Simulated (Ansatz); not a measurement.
Energy difference R1 → P1 + P2, each structure at its B3LYP-D3(BJ)/def2-TZVP stationary point, reached from a drawn start (curvature not checked).
R1, Cl4OW (SMILES [O]=[W]([Cl])([Cl])([Cl])[Cl]) (charge 0, multiplicity 1, Z-matrix in Å and degrees):
```
W
O 1 1.6793
Cl 1 2.3072 2 103.96
Cl 1 2.3073 2 104.02 3 -90.03
Cl 1 2.3073 2 103.99 3 89.96
Cl 1 2.3073 2 103.98 3 179.97
```
P1, Cl3OW (SMILES [O]=[W]([Cl])([Cl])[Cl]) (charge 0, multiplicity 2, Z-matrix in Å and degrees):
```
W
O 1 1.6889
Cl 1 2.2715 2 117.58
Cl 1 2.2808 2 108.01 3 -128.00
Cl 1 2.2808 2 107.84 4 -104.23
```
P2: Cl atom, charge 0, multiplicity 2.

P less R. No zero-point or thermal terms; singlets are restricted closed shells; open shells are unrestricted; no spin–orbit coupling. The spin states of the d-block species are the ones drawn and need not be the lowest.

Run with Ansatz (Gaussian basis) for Hartree–Fock, density functionals and correlated methods. All values are computed, each at the level named. Elements past Kr take the def2 small-core potentials, without spin–orbit coupling.

One of these levels gives 294.6 kJ/mol for the reaction energy. Which one is it?
A. revPBE/def2-TZVPP
B. PBE/def2-TZVPP
C. HF/def2-SVP
D. B3LYP/def2-TZVPP

A, revPBE/def2-TZVPP. The others give 75.7 (HF/def2-SVP), 320.5 (PBE/def2-TZVPP), 267.2 (B3LYP/def2-TZVPP)

Ansatz is a first-principles code.
